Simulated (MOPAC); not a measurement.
Job for MOPAC: PM6 on AsH4In (SMILES [AsH2][InH2]), a point of a torsion scan.

```
PM6 1SCF PRECISE CHARGE=0 THREADS=1
AsH4In

As    -1.65065075 1    -0.29783009 1    -0.75253908 1
In     0.93675146 1    -0.03978696 1    -0.76908487 1
H     -1.72263481 1     1.08038569 1    -0.13937358 1
H     -1.52051479 1    -0.88273518 1     0.63554813 1
H      1.82395025 1     1.48129761 1    -0.92584504 1
H      2.12076496 1    -1.34304702 1    -0.61312295 1
```

The log:

```
*******************************************************************************
 **                                                                           **
 **                              MOPAC v23.2.5                                **
 **                                                                           **
 *******************************************************************************
 ** MOPAC's Digital Object Identifier: https://doi.org/10.5281/zenodo.6511958 **
 **                                                                           **
 ** Please cite the open-source release paper for use of this MOPAC version:  **
 ** J. E. Moussa and J. J. P. Stewart (2026)                                  **
 ** MOPAC: An open-source semiempirical molecular orbital program             **
 ** J. Open Source Softw., 11(119), 8025, https://doi.org/10.21105/joss.08025 **
 *******************************************************************************

                              PM6 CALCULATION RESULTS

 *******************************************************************************
 *  PM6        - The PM6 Hamiltonian to be used
 *
 *
 *
 *                 CHARGE ON SYSTEM = 0
 *
 *
 *
 *  PRECISE    - TIGHTER CRITERIA TO BE USED
 *  1SCF       - DO 1 SCF AND THEN STOP
 *  THREADS=1  - MULTI-THREADING NOT USED
 *  T=         - A TIME OF 172800.0 SECONDS REQUESTED
 *  DUMP=N     - RESTART FILE WRITTEN EVERY 7200.0 SECONDS REQUESTED
 *******************************************************************************
PM6 1SCF PRECISE CHARGE=0 THREADS=1
 AsH4In

   ATOM   CHEMICAL          X               Y               Z
  NUMBER   SYMBOL      (ANGSTROMS)     (ANGSTROMS)     (ANGSTROMS)

     1      As         -1.65065075  *  -0.29783009  *  -0.75253908  *
     2      In          0.93675146  *  -0.03978696  *  -0.76908487  *
     3       H         -1.72263481  *   1.08038569  *  -0.13937358  *
     4       H         -1.52051479  *  -0.88273518  *   0.63554813  *
     5       H          1.82395025  *   1.48129761  *  -0.92584504  *
     6       H          2.12076496  *  -1.34304702  *  -0.61312295  *



          CARTESIAN COORDINATES

    NO.       ATOM           X           Y           Z

     1        As         -1.6507     -0.2978     -0.7525
     2        In          0.9368     -0.0398     -0.7691
     3         H         -1.7226      1.0804     -0.1394
     4         H         -1.5205     -0.8827      0.6355
     5         H          1.8240      1.4813     -0.9258
     6         H          2.1208     -1.3430     -0.6131

 General Reference for PM6:
 "Optimization of Parameters for Semiempirical Methods V: Modification of NDDO Approximations
 and Application to 70 Elements", J. J. P. Stewart, J. Mol. Mod., 13, 1173-1213 (2007)
 URL: https://link.springer.com/article/10.1007/s00894-007-0233-4

           Empirical Formula: H4 As In  =     6 atoms



      MOLECULAR POINT GROUP   :   C1


      RHF CALCULATION, NO. OF DOUBLY OCCUPIED LEVELS = 6


 -------------------------------------------------------------------------------
 PM6 1SCF PRECISE CHARGE=0 THREADS=1
 AsH4In



     1SCF WAS SPECIFIED, SO BFGS WAS NOT USED
     SCF FIELD WAS ACHIEVED


                              PM6 CALCULATION
                                                       MOPAC v23.2.5 Linux




          FINAL HEAT OF FORMATION =         69.37755 KCAL/MOL =     290.27566 KJ/MOL


          COSMO AREA              =        108.55 SQUARE ANGSTROMS
          COSMO VOLUME            =         93.59 CUBIC ANGSTROMS

          IONIZATION POTENTIAL    =          9.483664 EV
          HOMO LUMO ENERGIES (EV) =         -9.484  1.175
          NO. OF FILLED LEVELS    =          6
          MOLECULAR WEIGHT        =        193.7732         POINT GROUP:  C1

          MOLECULAR DIMENSIONS (Angstroms)

            Atom       Atom       Distance
            H     6    H     3     4.56828
            H     5    H     4     4.03090
           As     1    H     4     1.19024


          SCF CALCULATIONS        =          1





   ATOM   CHEMICAL          X               Y               Z
  NUMBER   SYMBOL      (ANGSTROMS)     (ANGSTROMS)     (ANGSTROMS)

     1      As         -1.65065075  *  -0.29783009  *  -0.75253908  *
     2      In          0.93675146  *  -0.03978696  *  -0.76908487  *
     3       H         -1.72263481  *   1.08038569  *  -0.13937358  *
     4       H         -1.52051479  *  -0.88273518  *   0.63554813  *
     5       H          1.82395025  *   1.48129761  *  -0.92584504  *
     6       H          2.12076496  *  -1.34304702  *  -0.61312295  *

                             CARTESIAN COORDINATES

   1   As       -1.650650750    -0.297830090    -0.752539080
   2   In        0.936751460    -0.039786960    -0.769084870
   3    H       -1.722634810     1.080385690    -0.139373580
   4    H       -1.520514790    -0.882735180     0.635548130
   5    H        1.823950250     1.481297610    -0.925845040
   6    H        2.120764960    -1.343047020    -0.613122950


           Empirical Formula: H4 As In  =     6 atoms



      MOLECULAR POINT GROUP   :   C1


                  EIGENVALUES
 -17.24022 -13.24370 -12.32579 -10.77956 -10.51502  -9.48366   1.17505   2.55293
   3.29459   3.75610   3.79625   3.89834  55.08147  55.09616  55.14532  55.17686
  55.25651


              NET ATOMIC CHARGES AND DIPOLE CONTRIBUTIONS

  ATOM NO.   TYPE          CHARGE      No. of ELECS.   s-Pop       p-Pop       d-Pop
    1         As           0.091085        4.9089     1.78091     3.12139     0.00662
    2         In          -0.009305        3.0093     1.14598     1.86333
    3          H          -0.027256        1.0273     1.02726
    4          H          -0.026759        1.0268     1.02676
    5          H          -0.014041        1.0140     1.01404
    6          H          -0.013725        1.0137     1.01372
 DIPOLE           X         Y         Z       TOTAL
 POINT-CHG.    -0.606    -0.168    -0.255     0.679
 HYBRID         0.786     0.431     0.904     1.273
 SUM            0.180     0.263     0.648     0.722


          ATOMIC ORBITAL ELECTRON POPULATIONS

     Atom    s        px        py        pz      x^2-y^2     xz        z^2       yz        xy
    1 As   1.78091   1.02193   1.00157   1.09789   0.00176   0.00015   0.00221   0.00242   0.00006
    2 In   1.14598   0.91643   0.92273   0.02417
    3  H   1.02726
    4  H   1.02676
    5  H   1.01404
    6  H   1.01372

 **********************
 *                    *
 * JOB ENDED NORMALLY *
 *                    *
 **********************




 == MOPAC DONE ==
```

The run finished.

Cost: around 0.04 core-seconds (rough).
